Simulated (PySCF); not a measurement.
**GeH⁺: energy against distance**

Set-up: PySCF, no relativity, basis sets Ge def2-TZVPPD, H def2-TZVPPD. Energies in eV from Ge⁺ + H in their ground configurations at the same level. State: ¹Σ⁺ (singlet), closed shell.

All columns are B97-3. A positive dipole points towards H; it is taken about the centre of mass and depends on that origin.

```csv
R (Å),E (eV),μ (D),Mulliken charge on Ge (basis-dependent),HOMO (eV),LUMO (eV),Mayer bond order,⟨S²⟩
1.367,-2.572,0.81,1.03,-15.25,-10.02,0.72,0.00
1.431,-2.844,0.69,1.05,-15.22,-10.01,0.76,0.00
1.495,-3.002,0.58,1.07,-15.17,-10.00,0.79,0.00
1.542,-3.061,0.49,1.07,-15.12,-10.00,0.82,0.00
1.590,-3.080,0.41,1.08,-15.06,-10.00,0.84,0.00
1.638,-3.064,0.33,1.08,-14.99,-10.00,0.87,0.00
1.701,-3.002,0.23,1.08,-14.89,-10.01,0.89,0.00
1.781,-2.871,0.11,1.06,-14.74,-10.02,0.92,0.00
1.876,-2.661,-0.01,1.04,-14.55,-10.03,0.95,0.00
2.003,-2.326,-0.14,1.01,-14.28,-10.05,0.97,0.00
```

A fit through these points gives, at Re = 1.591 Å, μ = 0.41 D and dμ/dR = -1.69 D/Å; the reduced mass is 0.9943 u.

How strong is the fundamental in the double-harmonic approximation, I = 42.26·(dμ/dR)²/μred km/mol?

I = 42.26·(-1.69)²/0.9943 = 121 km/mol at B97-3.

For an ion De counts to the pair picked by the measured ionisation energies or electron affinities, which need not be the lowest pair at this level.
